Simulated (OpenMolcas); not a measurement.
A calculation on Cu VII.

```json
{
 "Program": "OpenMolcas",
 "Method": "SS-RASPT2, IPEA 0.25 Eh, imaginary shift 0.1 Eh (closed shells correlated: 3s)",
 "Basis": "ANO-RCC-VTZP [6s5p3d2f1g]",
 "Scalar Hamiltonian": "DKH2, point nucleus",
 "Active space": "11 electrons in 8 orbitals (RAS1 3p, at most 2 holes; RAS2 3d)",
 "State averaging": "2S+1 = 6 even, 1 root; 2S+1 = 4 even, 24 roots; 2S+1 = 2 even, 53 roots",
 "Spin-orbit coupling": "RASSI with atomic mean-field integrals over the reference wave functions, term energies averaged over their components"
}
```

Q: Which level of the active space comes out lowest?

A: 3d⁵ ⁶S_5/2, with 100 % of that term; it is also the measured ground level.

Q: How high does 3d⁵ ⁴G_9/2 lie?

A: 47830 cm⁻¹ above the lowest level.

Q: How high does 3d⁵ ⁴D_5/2 lie?

A: 58150 cm⁻¹ above the lowest level; measured 56427 cm⁻¹ above the ground level, so the calculation is off by +3 %.

Q: How high does 3d⁵ ⁴P_1/2 lie?

A: 52990 cm⁻¹ above the lowest level; measured 51407 cm⁻¹ above the ground level, so the calculation is off by +3 %.

Q: The level at 52340 cm⁻¹ has J = 5/2. What is it made of, and what is its g factor?

A: 87 % 3d⁵ ⁴P_5/2, 12 % 3d⁵ ⁴D; g = 1.569, against 1.601 from Landé's formula for the pure leading term.

Measured values: the list in Gamrath, thesis, University of Mons (2023).

Term energies are means over components that CASPT2 splits; among the terms shown or strongly mixed into the levels shown the widest spread is 42 cm-1 (3d⁵ ⁴G). Active for correlation alone: 3p; no level in the range computed is led by a configuration that opens it, so any true level of that kind is missing. Measured partners are found by configuration, term and J. A level has none where our copy of the source lacks it or the pairing is in doubt (some pairs that miss far off the trend of their configuration count as doubtful), and it then counts in no deviation. Levels of configurations outside the active space are missing.
